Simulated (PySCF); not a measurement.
Run record: geometry optimisation, `[GaH3-][C]#C`.

Computed with PBE0-D3(BJ)/def2-SVP geometry optimisation, gas phase (PySCF 2.14.0). Start geometry: UFF. The command runs a driver script over a list of jobs; the input below is this job's line of settings and its coordinates in Å.

Command:
```bash
OMP_NUM_THREADS=1 python probes_run.py task.json out
```

Input:
```
{"job": {"xc": "PBE0", "basis": "def2-SVP", "d3": "d3bj", "grid": 1, "shake": 0.03, "kind": "geom"}, "charge": -1, "multiplicity": 1}
C      2.109570     0.050910     0.016460
C      0.828430     0.039080    -0.004850
Ga    -1.159330    -0.075390    -0.028060
H      3.204280     0.200130    -0.004630
H     -1.676270     0.389930     1.394700
H     -1.551530    -1.578750    -0.280870
H     -1.663290     0.872070    -1.161290
```

Output:
```
step   0  E = -2002.76429145  max force = 0.095616
step   1  E = -2002.77106716  max force = 0.021275
step   2  E = -2002.77141559  max force = 0.003508
step   3  E = -2002.77150958  max force = 0.002439
step   4  E = -2002.77156955  max force = 0.000527
step   5  E = -2002.77157418  max force = 0.000366
optimisation converged
```

Energies in Eh; «max force» is the largest Cartesian gradient component in Eh/bohr.

Q: Give the first gradient maximum in eV/Å.

A: With 1 Eh/bohr = 51.422 eV/Å, 4.917 eV/Å.

Main results: final energy -2002.77157 Eh after 5 steps.

Q: Give the final coordinates.

A: 0.045 Å rms from the input after alignment:
```
atom  x, y, z in Å
C1     2.0942    0.1003    0.0031
C2     0.8692    0.0437   -0.0063
Ga3   -1.1366   -0.0762   -0.0167
H4     3.1679    0.1490    0.0122
H5    -1.6726    0.4059    1.4274
H6    -1.5389   -1.6134   -0.3014
H7    -1.6913    0.8887   -1.1867
```

On Arm Neoverse V2, one thread (shared host), this took 11 s of wall time and 0.34 GiB of memory at its peak.
Labels such as C1 count atoms from 1, the log's own numbers from 0.
